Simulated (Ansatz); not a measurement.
Wavefunction ladder for C2H5NZn

```xyz
9

C    -0.7455   -0.4821   -0.7674
N    -0.0449    0.1540    0.3153
C     1.2055    0.2585    0.2500
Zn   -1.0826    1.3855    2.8601
H    -1.4795    0.2176   -1.1756
H    -0.0854   -0.8252   -1.5763
H    -1.3063   -1.3347   -0.3758
H     1.7962   -0.1137   -0.5979
H     1.7426    0.7399    1.0675
```

The species carries charge 0 and has multiplicity 1. For Zn the d shell is correlated and the shells below it are frozen. Scalar relativity is left out up to krypton. The bonds changed during the relaxation, so this is another structure than the one it started from. All single points use the PBE0-D4/def2-TZVP geometry. Frozen core, restricted reference, Ansatz.

| basis | HF (Eh) | MP2 corr. | CCSD corr. | (T) | CCSD(T) total |
| --- | --- | --- | --- | --- | --- |
| def2-SVP | -1910.52380 | -0.73350 | -0.75635 | -0.02384 | -1911.30399 |
| def2-TZVPP | -1910.92068 | -1.03576 | -1.02266 | -0.03844 | -1911.98178 |
| def2-QZVPP | -1910.96705 | -1.10742 | – | – | – |
